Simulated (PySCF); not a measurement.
C6H7FN (doublet state).
Numbering: `[H]/[N:8]=[C:7]1\[C@@H:2]([CH2:1])[CH2:3][CH:4]=[C:5]1[F:6]` (hydrogens: H9, H10 on C1; H11 on C2; H12, H13 on C3; H14 on C4; H15 on N8)

Geometry (GFN2-xTB, Å), atoms numbered from 1 in this order:
```xyz
15
C6H7FN angstrom
C     -1.4019   -0.8019   -0.7940
C     -0.4734   -0.6344    0.3266
C      0.9714   -1.0455   -0.0122
C      1.6721    0.2374   -0.3189
C      0.9004    1.2859   -0.0379
F      1.2552    2.5667   -0.1724
C     -0.3962    0.9042    0.5135
N     -1.2228    1.7091    1.0049
H     -1.0465   -0.6845   -1.7997
H     -2.4612   -0.7513   -0.6276
H     -0.8525   -1.0998    1.2401
H      1.0041   -1.7325   -0.8589
H      1.4512   -1.5441    0.8340
H      2.6748    0.2782   -0.7046
H     -2.0789    1.3205    1.3851
```

The hyperfine couplings belong to this conformer and change with its torsions.

Level of theory: UKS B3LYP, pcH-1 on C F H N, non-relativistic, mean-field spin-orbit, GIAO in PySCF 2.14.0. Isolated species at its GFN2-xTB geometry (one conformer only). Couplings are sensitive to structure, and on GFN2-xTB geometries they can be far from those on DFT ones. The SCF solution wasn't tested for stability.

Principal values of hyperfine tensors in MHz (contact and dipolar terms together), for some of the nuclei:

```csv
atom,isotope,A1,A2,A3
C1,13C,24.50,25.26,261.73
C7,13C,62.37,65.40,86.13
H9,1H,-95.89,-58.31,-19.33
H10,1H,-95.55,-58.05,-19.17
H11,1H,35.07,35.99,49.43
C2,13C,-32.11,-28.85,-26.98
C3,13C,15.71,15.95,22.57
C5,13C,5.83,6.99,9.91
```

Q: Give the isotropic coupling of each nucleus in MHz and in mT (g = 2.0027), and the anisotropic part.

A: a_iso is a third of the trace, T = A − a_iso, and a(mT) = a(MHz)/(g × 13.996).

```
atom  a_iso (MHz)  a_iso (mT)      T1      T2      T3
  C1       103.83       3.704  -79.33  -78.57  157.90
  C7        71.30       2.544   -8.93   -5.90   14.83
  H9       -57.84      -2.064  -38.04   -0.47   38.51
 H10       -57.59      -2.055  -37.96   -0.46   38.42
 H11        40.16       1.433   -5.09   -4.18    9.27
  C2       -29.31      -1.046   -2.80    0.46    2.34
  C3        18.08       0.645   -2.36   -2.12    4.49
  C5         7.58       0.270   -1.75   -0.59    2.33
```

Q: What spin density at the nucleus of C5 lies behind its contact coupling (g_N = 1.40482)?

A: a_FC = 800.24 MHz bohr³ × g_N × ρ(0)/(2S). With a_FC = 7.58 MHz and 2S = 1, ρ(0) = 0.006744 bohr⁻³.

Q: F6 (19F, g_N = 5.25774) isn't in the table. Its spin density at the nucleus is 0.003882 bohr⁻³. What is its contact coupling?

A: By the same relation, a_FC = 16.33 MHz. Its full tensor has the principal values 6.19, 10.52, 32.30 MHz.

Q: Which nucleus of the table has the largest anisotropic coupling, and what is its form?

A: C1: -79.3, -78.6, 157.9 MHz, axial, in the ratio −1:−1:+2, the form that spin in one p orbital centred on that nucleus gives.

Q: What first-order splitting does C1 cause when the field lies along A1, A2 or A3 of its tensor (g taken as isotropic, no quadrupole term)?

A: 2 lines (I = 1/2), spaced by |A_i|/(g × 13.996): 0.87, 0.90, 9.34 mT along the axes of A1, A2 and A3.

The run took 60 s (grids of density and orbitals included) on one thread of an Arm Neoverse V2 (shared host), and the process peaked at 1.1 GiB of memory.
